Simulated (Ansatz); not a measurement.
The first iterations of a band of BFH3N + H2O (9 atoms, charge 0, multiplicity 1).

These are results of RKS PBE0/6-31G* in Ansatz, not measurements.

```json
{
  "movable images": "6",
  "climbing image": "no",
  "spring": "5.0 eV/Å²",
  "optimiser": "quadratic models (default)",
  "start path": "through a guess of the saddle point",
  "force threshold": "0.05 eV/Å",
  "iteration limit": "60",
  "end points": "relaxed"
}
```

Initial state:

```xyz
9
Properties=species:S:1:pos:R:3
B -0.084 -0.369 -0.303
H -0.305 -1.044 0.662
N 1.227 0.024 -0.621
H 2.031 -0.355 -0.145
H 1.447 0.523 -1.472
F -1.091 0.012 -1.088
O 0.199 2.126 1.462
H 0.755 1.650 0.827
H 0.216 1.563 2.246
```

Final state:

```xyz
9
Properties=species:S:1:pos:R:3
B 0.112 0.604 -0.684
H -0.114 -0.061 3.266
N 1.392 0.114 -1.020
H 1.511 -0.541 -1.776
H 2.247 0.350 -0.546
F -0.940 0.181 -1.393
O -0.154 1.489 0.326
H 0.637 1.772 0.794
H -0.297 0.223 2.602
```

| iteration | highest image above the first end (eV) | largest band force component (eV/Å) |
| --- | --- | --- |
| 1 | 18.374 | 102.292 |
| 2 | 6.225 | 28.834 |
| 3 | 3.564 | 18.456 |
| 4 | 1.525 | 6.317 |
| 5 | 1.446 | 2.528 |
| 6 | 1.429 | 1.357 |
| 7 | 1.432 | 1.469 |
| 8 | 1.385 | 0.754 |
| 9 | 1.313 | 0.762 |
| 10 | 1.199 | 0.859 |
| 11 | 1.064 | 1.173 |
| 12 | 0.984 | 0.645 |
| 13 | 0.866 | 0.926 |
| 14 | 0.813 | 0.680 |
| 15 | 1.174 | 0.381 |
| 16 | 1.682 | 2.274 |
| 17 | 1.784 | 2.258 |
| 18 | 1.717 | 4.454 |
| 19 | 1.485 | 4.353 |

Problem. Does the band converge within its limit, and where does its top end?

Solution. It converged. It ended after 57 iterations with the highest image 0.117 eV above the first end. A structure lower than the first end lies on the path between it and the top, so the climb from that side starts below the end, which may itself be a saddle point or a shallow side well. No image climbed, so the highest image needn't sit at the top of the path. A band with more images between the same ends climbed to 1.42 eV, so this one has probably stepped over the top. The orbitals stay closed-shell, which can raise the energy where a bond breaks towards radicals; this wasn't checked here.

Time of the run: 9.6 min on 1 thread of Intel(R) Xeon(R) Platinum 8488C (Sapphire Rapids), on a shared host, peak memory 0.15 GiB.
